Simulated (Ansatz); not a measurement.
`[SnH3][SiH]1CO1` + arsine → `[AsH2][SiH]1CO1` + `[SnH4]`  (cleavage of the Si–Sn bond)

Program: Ansatz. Geometries: PBE0-D4/def2-TZVP. ΔE: electronic, gas phase. CCSD(T)/CBS is the MP2 limit (def2-TZVPP, def2-QZVPP) plus CCSD(T) − MP2 in def2-TZVPP, frozen cores. DFT in def2-TZVPP. B3LYP here is the variant with VWN-RPA as its local correlation; programs differ in this. Elements past krypton have def2 core potentials. For As, Sn outer-core shells are correlated without core-valence functions, which leaves a few kJ/mol of doubt a bond. Scalar relativity is left out up to krypton.

Q: Is it downhill or uphill in electronic energy at CCSD(T)/CBS, and by how much? (Estimate.)

A: Computed: Downhill: ΔE = -3.0 kJ/mol.

Q: What do these levels give: PBE-D4, PBE0-D4, B3LYP-D4, ωB97M-V, PBE0, CCSD(T)/def2-TZVPP? (Estimate.)

A: Ansatz gave: PBE-D4 -4.9, PBE0-D4 -6.1, B3LYP-D4 -5.5, ωB97M-V -8.2, PBE0 -5.9, CCSD(T)/def2-TZVPP -7.0 kJ/mol.

Largest T1 diagnostic among the species: 0.015.
